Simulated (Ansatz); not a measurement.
PBE exchange is replaced step by step with exact exchange (0 % is PBE, 25 % PBE0; no dispersion term), basis def2-TZVP, Ansatz. System: the cluster Zr4. The state is a singlet with charge 0. Geometry: PBE0-D4/def2-SVP.

Geometry of the singlet:

Cartesian coordinates in Å:
```
Zr 0.353 1.214 1.151
Zr -1.703 0.114 -0.097
Zr 0.215 -1.688 0.172
Zr 1.135 0.359 -1.227
```

In the def2 sets Zr takes a core potential; there is no spin–orbit coupling. At PBE-D4/def2-TZVP the restricted singlet is unstable: a solution with broken spin symmetry lies lower. The restricted singlet is unstable towards broken spin symmetry at other levels; at PBE with 5 % exact exchange/def2-TZVP, PBE with 10 % exact exchange/def2-TZVP, PBE with 15 % exact exchange/def2-TZVP, PBE0-D4/def2-TZVP and others this wasn't settled. The geometry of the singlet was relaxed on an unsound state (restricted singlet, unstable towards broken spin symmetry at other levels and untested here). At PBE0-D4/def2-TZVP a quintet of charge 0 lies 0.87 eV below the restricted singlet, each at its own geometry. That quintet is doubtful there (⟨S²⟩ 6.53, where a pure state has 6.00). The structure comes from a short search, and lower isomers may exist.

```
exact exchange (%)  HOMO (eV)  LUMO (eV)  gap (eV)
                 0      -2.98      -2.78      0.20
                 5      -3.09      -2.58      0.51
                10      -3.21      -2.39      0.82
                15      -3.33      -2.23      1.10
                25      -3.57      -1.94      1.63
                35      -3.81      -1.68      2.13
                50      -4.19      -1.31      2.88
```
